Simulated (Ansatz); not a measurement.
Coupled-cluster diagnostics for Hg3O2, Ansatz.

Geometry of the singlet (PBE-D4/def2-SVP):

```xyz
5

Hg   -1.1464   -3.1618   -0.7507
Hg    0.7739    2.1380    0.5095
Hg   -0.2000   -0.5545   -0.1337
O     0.9208    0.9150   -1.3021
O    -0.3483    0.6633    1.6770
```

In the def2 sets Hg takes a core potential; there is no spin–orbit coupling. Correlated methods freeze 2 core orbitals; core or outer-core shells of Hg are correlated, in sets that lack core-valence functions. Another isomer (singlet) lies 1.88 eV lower at PBE0-D4/def2-TZVP; other spin states weren't run for this one.

Task: Estimate the CCSD(T) correlation energy, the shares of MP2 and (T), T1 and the reference's ⟨S²⟩ for: charge 0, singlet, own geometry in def2-SVP; and the rough time on 4 threads of Intel Xeon on a shared host.

Result: 
| state | basis | correlation (eV) | MP2 share (%) | (T) share (%) | T1 | ⟨S²⟩ (pure) | wall time | remarks |
| --- | --- | --- | --- | --- | --- | --- | --- | --- |
| charge 0, singlet, own geometry | def2-SVP | -41.405 | 102.3 | 4.3 | 0.037 | 0.00 (0.00) | 2.7 min | large T1, restricted SCF unstable |
Customary marks for T1 are 0.02 (closed shells), 0.045 (open shells) and about 0.05 (3d metals). T1 exceeds 0.02 in 1 of 1 rows and 0.045 in 0; the higher it lies, the less the single-reference result can be trusted.
